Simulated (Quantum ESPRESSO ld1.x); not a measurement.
The numbers below are computed, except where a source is named.
Problem. Coherent X-ray form factor from a spherical all-electron density. Code: ld1.x of Quantum ESPRESSO 7.5. Model: Dirac Kohn-Sham, relativistic LDA (MacDonald-Vosko exchange, VWN5 correlation), spin-unpolarised, spherical densities, point nucleus.

sin(theta)/lambda (1/angstrom)  f0 (electrons)
0.05                                    72.793
0.1                                     69.807
0.15                                    66.149
0.2                                     62.448
0.25                                    58.877
0.3                                     55.457
0.4                                     49.138
0.5                                     43.616
0.6                                     38.879
0.8                                     31.275
1                                       25.573
1.25                                    20.615
1.5                                     17.485
2                                       13.838

The species is in the configuration that NIST lists as its ground one. Which atom or ion scatters so?

Solution. Neutral tungsten, [Xe] 4f14 5d4 6s2. Extrapolating in s^2 from the first two rows gives f0(0) = 73.8, near the electron count 74; among species with that count, the fall with angle is slower the higher Z, and the table is that of Z = 74; from so few rows the species is fixed only to a neighbour or two.
